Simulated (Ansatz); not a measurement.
Stretching the H–H spacing in H6 chain (multiplicity 1 held). Energies count from the point at 0.900 Å.
Geometry at that point (charge 0, multiplicity 1):
```xyz
6

H      0.00000     0.00000     0.00000
H      0.00000     0.00000     0.90000
H      0.00000     0.00000     1.80000
H      0.00000     0.00000     2.70000
H      0.00000     0.00000     3.60000
H      0.00000     0.00000     4.50000
```

U- levels take the lowest unrestricted solution at each point, which mixes spins at long bonds. Active spaces are followed from rest. Full CI gives the lowest state of the spin. Levels need not reach the same state.

Run with Ansatz (a first-principles code) with Gaussian orbitals. Each number belongs to the level named beside it.

### Question
What energy at R = 3.600 Å does U-SCS-MP2/cc-pVDZ give?

### Answer
948 kJ/mol

### Question
Predict the energy at R = 3.600 Å from FCI/cc-pVDZ.

### Answer
994 kJ/mol

### Question
What is the computed energy at R = 3.600 Å (FIC-NEVPT4(SD) on CASSCF(6,6)/cc-pVDZ)?

### Answer
988 kJ/mol

Doubts at one or more of the structures used: a spin-contaminated determinant (U-SCS-MP2/cc-pVDZ).
